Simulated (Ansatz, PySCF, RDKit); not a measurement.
Two conformers of C3H8S2 (SMILES CSCSC), B3LYP-D3(BJ)/def2-TZVP minima.
Conformer 1 (charge 0, multiplicity 1):
```xyz
13

C      2.02210    -0.81574    -0.49039
S      1.05126    -0.33014     0.95842
C      0.18961     1.11952     0.28321
S     -0.96684     0.82864    -1.08713
C     -2.19420    -0.20034    -0.24323
H      1.36520    -0.98198    -1.34286
H      2.52935    -1.74498    -0.23655
H      2.76581    -0.05712    -0.73521
H     -0.33691     1.56862     1.12533
H      0.91464     1.84235    -0.09085
H     -2.91292    -0.52005    -0.99586
H     -2.71366     0.36542     0.53048
H     -1.71344    -1.07422     0.19388
```
Conformer 2 (charge 0, multiplicity 1):
```xyz
13

C      2.6776     0.5839     0.2830
S      1.6243    -0.0604    -1.0436
C      0.0276     0.0457    -0.1844
S     -1.2707    -0.5564    -1.3028
C     -2.6902    -0.3345    -0.1982
H      2.6276    -0.0499     1.1686
H      2.4032     1.6067     0.5424
H      3.6982     0.5784    -0.0970
H     -0.1747     1.0829     0.0894
H      0.0527    -0.5715     0.7157
H     -3.5698    -0.6655    -0.7484
H     -2.5878    -0.9417     0.7014
H     -2.8178     0.7135     0.0738
```

No zero-point or thermal terms.

Rows in STO-3G carry no dispersion term and start afresh at each structure.

Run with Ansatz (Gaussian basis) for Hartree–Fock, density functionals and correlated methods; PySCF for STO-3G rows; RDKit for the force fields. 

Question: Predict the electronic energy of conformer 2 less that of conformer 1 from HF/STO-3G.

Answer: 10 kJ/mol

Question: What electronic energy of conformer 2 less that of conformer 1 does CAM-B3LYP/def2-TZVPP give?

Answer: 18 kJ/mol

Question: What is the computed electronic energy of conformer 2 less that of conformer 1 (MMFF94)?

Answer: 2 kJ/mol

Ansatz is a first-principles code.
